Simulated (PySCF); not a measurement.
## Two-photon absorption: SMILES Fc1ccccn1, C5H4FN

Geometry (Å), atoms numbered from 1 in this order:
```xyz
11

F    -1.9599   -1.6873   -0.0512
C    -0.9038   -0.8863   -0.0457
C    -1.1194    0.4923   -0.0761
C     0.0073    1.3040   -0.0687
C     1.2720    0.7128   -0.0321
C     1.3445   -0.6764   -0.0047
N     0.2687   -1.4645   -0.0114
H    -2.1347    0.8900   -0.1040
H    -0.1001    2.3911   -0.0911
H     2.1812    1.3162   -0.0250
H     2.3157   -1.1827    0.0241
```

Level of theory: TDDFT CAM-B3LYP/def2-TZVPD excited states, vertical, gas phase in PySCF 2.14.0. Geometry: PBE0-D3(BJ)/def2-SVP.

Task: Give the one- and two-photon strengths of the lowest singlets.

Result: δ for parallel linear polarisation; σ at the peak of a Lorentzian of half width 0.1 eV, single beam; Ω is circular over linear.
```csv
state,E (eV),f,photon λ (nm),δ (au),σ (GM),Ω,main
S1,5.47,0.065,453,1.67,0.02,1.49,"HOMO→LUMO 0.81, HOMO−2→LUMO+1 0.15"
S2,5.49,0.004,451,0.66,0.01,1.50,HOMO−1→LUMO 0.98
S3,6.03,0.000,411,<0.1,0.00,–,HOMO−1→LUMO+1 0.98
S4,6.38,0.039,389,5.28,0.08,0.99,"HOMO→LUMO+1 0.68, HOMO−2→LUMO 0.27"
S5,6.92,0.003,358,39.4,0.69,1.50,HOMO→LUMO+2 0.95
S6,7.39,0.513,335,7.08,0.14,0.26,"HOMO−2→LUMO 0.63, HOMO→LUMO+1 0.26"
```

Among these, the strongest one-photon state is S6, the strongest two-photon state S5, with a dipole change of 4.6 D (relaxed, norm of the difference vector).
